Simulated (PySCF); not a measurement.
CH7NO3Si (SMILES CN[Si](O)(O)O), singlet, at a GFN2-xTB geometry; PySCF with CASCI(4,3)+NEVPT2/STO-3G.

PySCF was given this input:
```python
from pyscf import gto, scf, mcscf, mrpt
import numpy

mol = gto.M(
    atom='''
C     2.35992350    0.00629650   -0.30229567
N     1.04727842    0.39132405   -0.77147138
Si   -0.41597481   -0.00712654    0.04420250
O    -0.24984770    0.32805908    1.63302467
O    -1.63730026    0.90694857   -0.51317529
O    -0.83304840   -1.56279144   -0.21531435
H     2.58980455   -1.04831452   -0.49342358
H     2.41287775    0.18002737    0.77071957
H     3.11889357    0.62121180   -0.78897646
H     1.00265828    0.36006325   -1.77867598
H     0.34055866   -0.20554754    2.15511225
H    -1.61424311    1.83874225   -0.31829187
H    -1.75582144   -1.80118806   -0.18750546
''',
    basis='sto-3g',
    verbose=4,
)

mf = scf.RHF(mol)
mf.kernel()
mc = mcscf.CASCI(mf, 3, 4)
mc.fix_spin_(ss=0.0)
mc.kernel()
occ = numpy.linalg.eigvalsh(mc.fcisolver.make_rdm1(mc.ci, mc.ncas, mc.nelecas))[::-1]
ss = mc.fcisolver.spin_square(mc.ci, mc.ncas, mc.nelecas)[0]
print('natural occupations', occ.round(4), ' <S^2>', round(ss, 4))
e2 = mrpt.NEVPT(mc).kernel()
print('E(NEVPT2) = %.10f' % (mc.e_tot + e2))
```

The log (banner, timings and long lists left out):

```
PySCF version 2.14.0

[INPUT] verbose = 4
[INPUT] num. atoms = 13
[INPUT] num. electrons = 58
[INPUT] charge = 0
[INPUT] spin (= nelec alpha-beta = 2S) = 0
[INPUT] symmetry False subgroup None
[INPUT] Mole.unit = angstrom
[INPUT] Symbol           X                Y                Z      unit          X                Y                Z       unit  Magmom
[INPUT]  1 C      2.359923500000   0.006296500000  -0.302295670000 AA    4.459609089925   0.011898660543  -0.571256024942 Bohr   0.0
[INPUT]  2 N      1.047278420000   0.391324050000  -0.771471380000 AA    1.979069389967   0.739495280456  -1.457869621140 Bohr   0.0
[INPUT]  3 Si    -0.415974810000  -0.007126540000   0.044202500000 AA   -0.786078465618  -0.013467208816   0.083530619021 Bohr   0.0
[INPUT]  4 O     -0.249847700000   0.328059080000   1.633024670000 AA   -0.472143725852   0.619941813877   3.085969380958 Bohr   0.0
[INPUT]  5 O     -1.637300260000   0.906948570000  -0.513175290000 AA   -3.094049075079   1.713884406366  -0.969760751994 Bohr   0.0
[INPUT]  6 O     -0.833048400000  -1.562791440000  -0.215314350000 AA   -1.574233324507  -2.953247811415  -0.406885152189 Bohr   0.0
[INPUT]  7 H      2.589804550000  -1.048314520000  -0.493423580000 AA    4.894021315652  -1.981027335205  -0.932435429602 Bohr   0.0
[INPUT]  8 H      2.412877750000   0.180027370000   0.770719570000 AA    4.559678119557   0.340202424226   1.456448906143 Bohr   0.0
[INPUT]  9 H      3.118893570000   0.621211800000  -0.788976460000 AA    5.893854658967   1.173920167348  -1.490949428129 Bohr   0.0
[INPUT] 10 H      1.002658280000   0.360063250000  -1.778675980000 AA    1.894749545727   0.680420930021  -3.361210466542 Bohr   0.0
[INPUT] 11 H      0.340558660000  -0.205547540000   2.155112250000 AA    0.643562596749  -0.388428556178   4.072571920195 Bohr   0.0
[INPUT] 12 H     -1.614243110000   1.838742250000  -0.318291870000 AA   -3.050477376366   3.474719266167  -0.601484461976 Bohr   0.0
[INPUT] 13 H     -1.755821440000  -1.801188060000  -0.187505460000 AA   -3.318021645239  -3.403752132237  -0.354333966261 Bohr   0.0

nuclear repulsion = 346.104460897391
number of shells = 27
number of NR pGTOs = 123
number of NR cGTOs = 41
basis = sto-3g
ecp = {}

******** <class 'pyscf.scf.hf.RHF'> ********
method = RHF
initial guess = minao
damping factor = 0
level_shift factor = 0
DIIS = <class 'pyscf.scf.diis.CDIIS'>
diis_start_cycle = 1
diis_space = 8
diis_damp = 0
SCF conv_tol = 1e-09
SCF conv_tol_grad = None
SCF max_cycles = 50
direct_scf = True
direct_scf_tol = 1e-13
Set gradient conv threshold to 3.16228e-05
Initial guess from minao.
init E= -603.35189546862
  HOMO = -0.268677638032168  LUMO = 0.175755398132396  gap/eV = 12.09364
cycle= 1 E= -602.257722229821  delta_E= 1.09  |g|= 0.661  |ddm|= 4.39
  HOMO = -0.234303713493047  LUMO = 0.504710075242245  gap/eV = 20.10959
cycle= 2 E= -602.415576949627  delta_E= -0.158  |g|= 0.111  |ddm|= 1.05
  HOMO = -0.288203337123132  LUMO = 0.467138521985844  gap/eV = 20.55390
cycle= 3 E= -602.41995069849  delta_E= -0.00437  |g|= 0.0236  |ddm|= 0.168
  HOMO = -0.295387921188721  LUMO = 0.460610715197183  gap/eV = 20.57177
cycle= 4 E= -602.420265088876  delta_E= -0.000314  |g|= 0.00373  |ddm|= 0.0562
  HOMO = -0.294336080007763  LUMO = 0.461854702051628  gap/eV = 20.57700
cycle= 5 E= -602.420274415218  delta_E= -9.33e-06  |g|= 0.000913  |ddm|= 0.0105
  HOMO = -0.29454051674843  LUMO = 0.461967941965801  gap/eV = 20.58564
cycle= 6 E= -602.420275025098  delta_E= -6.1e-07  |g|= 0.000206  |ddm|= 0.00288
  HOMO = -0.294495966227175  LUMO = 0.461961961865944  gap/eV = 20.58427
cycle= 7 E= -602.420275056085  delta_E= -3.1e-08  |g|= 3.81e-05  |ddm|= 0.000693
  HOMO = -0.294504739788833  LUMO = 0.461954119278492  gap/eV = 20.58429
cycle= 8 E= -602.420275057225  delta_E= -1.14e-09  |g|= 9.31e-06  |ddm|= 0.000127
  HOMO = -0.294501408848632  LUMO = 0.461954860658758  gap/eV = 20.58422
cycle= 9 E= -602.420275057283  delta_E= -5.82e-11  |g|= 2.32e-06  |ddm|= 2.73e-05
  HOMO = -0.294501953564934  LUMO = 0.461954848916976  gap/eV = 20.58424
Extra cycle  E= -602.420275057285  delta_E= -2.05e-12  |g|= 9.72e-07  |ddm|= 5.26e-06
converged SCF energy = -602.420275057285

******** <class 'pyscf.mcscf.casci.CASCI'> ********
CAS (2e+2e, 3o), ncore = 27, nvir = 11
natorb = False
canonicalization = True
sorting_mo_energy = False
******** <class 'pyscf.fci.addons.SpinPenaltyFCISolver'> ********
max. cycles = 200
conv_tol = 1e-08
davidson only = True
linear dependence = 1e-12
level shift = 0.001
max iter space = 12
nroots = 1
pspace_size = 400
spin = None
Density matrix diagonal elements [1.99919353e+00 1.99963057e+00 1.17590191e-03]
CASCI converged
CASCI E = -602.421008064837  E(CI) = -3.20010405162543  S^2 = 0.0000000
natural occupations [1.9996e+00 1.9992e+00 1.2000e-03]  <S^2> 0.0

******** <class 'pyscf.mrpt.nevpt2.NEVPT'> ********
NEVPT2 (2e+2e, 3o), ncore = 27, nvir = 11
root = 0
Natural occ [1.99963144e+00 1.99919372e+00 1.17483897e-03]
Natural orbital (expansion on meta-Lowdin AOs) in CAS space
               #1        #2        #3
0 C 1s           0.00030   0.00017  -0.00030
0 C 2s          -0.00828  -0.00767   0.03033
0 C 2px         -0.00849   0.05542  -0.13204
0 C 2py         -0.16268  -0.02033   0.05258
0 C 2pz         -0.01159  -0.01562  -0.10275
1 N 1s           0.00027  -0.00042   0.00437
1 N 2s           0.13429   0.07045  -0.29109
1 N 2px          0.08925  -0.12152   0.14070
1 N 2py          0.86698   0.05857   0.12907
1 N 2pz          0.09662   0.10198  -0.08953
2 Si 1s         -0.00007  -0.00004   0.00114
2 Si 2s          0.00023   0.00052  -0.00133
2 Si 3s         -0.03521  -0.00636   0.61235
2 Si 2px         0.00181   0.00042  -0.00285
2 Si 2py         0.00255   0.00343   0.00129
2 Si 2pz        -0.00151   0.00471   0.00149
2 Si 3px        -0.06741  -0.01998   0.05370
2 Si 3py         0.04025  -0.03642  -0.07562
2 Si 3pz         0.05457  -0.07255  -0.02911
3 O 1s           0.00005   0.00012   0.00360
3 O 2s          -0.01770   0.09146  -0.18817
3 O 2px          0.04135   0.05482  -0.08258
3 O 2py         -0.03809   0.54661   0.15586
3 O 2pz         -0.03937   0.33830   0.17084
4 O 1s           0.00024   0.00018   0.00353
4 O 2s           0.00294  -0.01145  -0.18731
4 O 2px         -0.08994  -0.12970  -0.18562
4 O 2py          0.01674  -0.01356  -0.01448
4 O 2pz         -0.12082   0.15393  -0.10177
5 O 1s          -0.00070  -0.00015   0.00447
5 O 2s           0.03688  -0.04971  -0.24368
5 O 2px          0.00731  -0.07326   0.10452
5 O 2py          0.19564   0.20179  -0.23852
5 O 2pz         -0.09555   0.65877  -0.05109
6 H 1s           0.25245   0.03472   0.02833
7 H 1s          -0.07398  -0.03452   0.05909
8 H 1s          -0.16022   0.03047  -0.03638
9 H 1s          -0.02576  -0.06138   0.11993
10 H 1s          0.00962  -0.01316   0.17953
11 H 1s          0.00576   0.01896   0.19299
12 H 1s         -0.05823  -0.00064   0.24399
<CAS-nat-orb|mo-hf>  28     29       0.99976713
<CAS-nat-orb|mo-hf>  29     28       0.99976720
<CAS-nat-orb|mo-hf>  30     30       0.99999973
Sr    (-1)',   E = -0.00142150806359
Si    (+1)',   E = -0.00093611140833
Sijrs (0)  ,   E = -0.15796542510560
Sijr  (+1) ,   E = -0.03046794043862
Srsi  (-1) ,   E = -0.01916063322568
Srs   (-2) ,   E = -0.00259814909903
Sij   (+2) ,   E = -0.00322779551595
Sir   (0)' ,   E = -0.00893908870589
Nevpt2 Energy = -0.224716651562678
E(NEVPT2) = -602.6457247164
```
